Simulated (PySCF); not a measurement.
**RhSe at ωB97M-V**

Level: ωB97M-V. Rh x2c-TZVPPall, Se x2c-TZVPPall; spin-free X2C with a Gaussian nucleus (PySCF 2.14).

- state: ⁴Σ⁻ (quartet), unpaired electrons σ ↑, π ↑↑
- bond length: 2.180 Å
- harmonic wavenumber: 352 cm⁻¹
- force constant: 3.29 mdyn/Å
- rotational constant Be: 0.07884 cm⁻¹
- anharmonicity ωexe: 0.957 cm⁻¹
- vibration–rotation constant αe: 0.000258 cm⁻¹
- well depth De to Rh (4d8 5s1) + Se: 3.04 eV
- dissociation energy D0: 3.02 eV
- bond order (Mayer): 2.13
- dipole moment (positive dipole means Rh(−)Se(+)): -3.37 D

The metal atom is held in its measured ground configuration; semilocal functionals can put another filling of s and d lower by some tenths of an eV, and De to that atom would be smaller. Spin–orbit coupling is left out, which matters for elements this heavy, above all for dissociation energies. With d or f electrons several states lie close, and the lowest PBE0 determinant need not be the measured ground state.
